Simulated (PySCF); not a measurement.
C₄H₄, SMILES C12C3C1C23. Atoms are numbered in the order given.

```xyz
8

C     -0.5206     0.5206    -0.5206
C      0.5206     0.5206     0.5206
C      0.5206    -0.5206    -0.5206
C     -0.5206    -0.5206     0.5206
H     -1.1442     1.1442    -1.1442
H      1.1442     1.1442     1.1442
H      1.1442    -1.1442    -1.1442
H     -1.1442    -1.1442     1.1442
```
Charge 0, spin multiplicity 1.

The structure is a stationary point at PBE0-D3(BJ)/def2-SVP.

Level of theory: PBE0-D3(BJ)/def2-SVP run with PySCF.

No scaling factor is applied to the harmonic values.

Modes within 1.5 cm⁻¹ of each other (mostly degenerate sets) share a row, with their intensities summed.

Computed normal modes with their intensities:
| mode | ν (cm⁻¹) | IR (km/mol) | Raman (Å⁴/amu) | depolarisation | moving atoms (share of kinetic energy) |
|---|---|---|---|---|---|
| 1–2 | 609 | 0.0 | 2.4 | 0.75 | H 73 %, C 27 % |
| 3–5 | 790 | 204.9 | 4.8 | 0.75 | H 91 %, C 9 % |
| 6–7 | 889 | 0.0 | 30.3 | 0.75 | C 73 %, H 27 % |
| 8–10 | 920 | 0.0 | 0.0 | – | H 71 %, C 29 % |
| 11–13 | 1207 | 7.6 | 47.1 | 0.75 | C 90 %, H 10 % |
| 14 | 1518 | 0.0 | 50.7 | 0.00 | C 87 %, H 13 % |
| 15–17 | 3363 | 58.6 | 154.1 | 0.75 | H 91 %, C 9 % |
| 18 | 3402 | 0.0 | 160.9 | 0.00 | H 87 %, C 13 % |
